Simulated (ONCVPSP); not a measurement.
gold, ONCV: configuration errors across variants

ONCVPSP 4.0.1 input, shortened (lines: element, Z, core and valence counts, functional; n l f; lmax; l rc ep ncon nbas qcut; lloc lpopt rc5 dvloc0; l nproj debl; icmod fcfact rcfact), PW91, fully relativistic:

```
  Au 79.00   11    4  -109134      upf
    1    0    2.00
    2    0    2.00
    2    1    6.00
    3    0    2.00
    3    1    6.00
    3    2   10.00
    4    0    2.00
    4    1    6.00
    4    2   10.00
    4    3   14.00
    5    0    2.00
    5    1    6.00
    5    2   10.00
    6    0    0.50
    6    1    0.50
    2
    0    2.00    0.00    4    8    2.80
    1    1.45    0.00    4    8    9.50
    2    1.95    0.00    4    9    7.50
    4    4    1.10    0.00
    0    2    1.00
    1    2    3.80
    2    2    0.60
    0    0.00    0.00
```

Open shells are filled in proportion to 2j + 1.

All-electron excitation energies from the reference (eV): (1) 5p6 5d10 6s1 6p0 -2.541; (2) 5p6 5d10 6s0 6p0 6.967; (3) 5p5 5d10 6s1 6p0 64.782.

3 further variants failed, have other tests or too few solved ones, and are left out.

A true bound ghost makes a file unfit for plane-wave use even where its test errors are small: the radial tests pick states by their node count and pass the ghost by.

Errors AE − PS in meV (a dash: test not solved or not reliable):

```tsv
change	(1)	(2)	(3)	bound ghosts	GHOST(+) flags above zero
base	-1.8	-3.1	-107	s	s
all radii scaled by about 0.96 (s 1.92, p 1.40, d 1.88 bohr); local potential polynomial inside 1.06 bohr (lpopt 4, dvloc0 0 Ha)	-1.8	-3.0	-96	s	s
all radii scaled by about 1.09 (s 2.16, p 1.58, d 2.12 bohr); local potential polynomial inside 1.20 bohr (lpopt 4, dvloc0 0 Ha)	-1.7	-2.8	-140	s	d5/2
all radii scaled by about 1.19 (s 2.38, p 1.72, d 2.32 bohr); local potential polynomial inside 1.30 bohr (lpopt 4, dvloc0 0 Ha)	-1.5	-1.9	-177	s	none
all radii scaled by about 1.28 (s 2.56, p 1.86, d 2.48 bohr); local potential polynomial inside 1.40 bohr (lpopt 4, dvloc0 0 Ha)	-1.4	-0.9	-199	s	none
all radii scaled by about 1.31 (s 2.62, p 1.90, d 2.54 bohr); local potential polynomial inside 1.44 bohr (lpopt 4, dvloc0 0 Ha)	-1.4	-0.8	-214	s	none
```

Question: Give the same row for: all radii scaled by about 1.14 (s 2.28, p 1.66, d 2.22 bohr); local potential polynomial inside 1.26 bohr (lpopt 4, dvloc0 0 Ha).

Answer: -1.6, -2.4, -161; bound ghosts: s; GHOST(+) flags above zero: none.
